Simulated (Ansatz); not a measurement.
Species: [Al(H)3(H2O)] (charge 0, multiplicity 1).

### Question
Give a relaxed geometry from B3LYP-D3(BJ)/def2-SVP (Ansatz, an electronic-structure program).

### Answer
One answer among several that fit: the end point of this relaxation, one of several conformers.
Cartesian coordinates (Å) in one orientation:
```xyz
7

Al     0.042    -0.188     0.054
H      1.034     0.273    -1.116
H      0.655    -1.028     1.260
H     -1.500    -0.404    -0.320
O     -0.236     1.662     0.874
H      0.376     2.348     0.566
H     -1.136     2.001     0.745
```
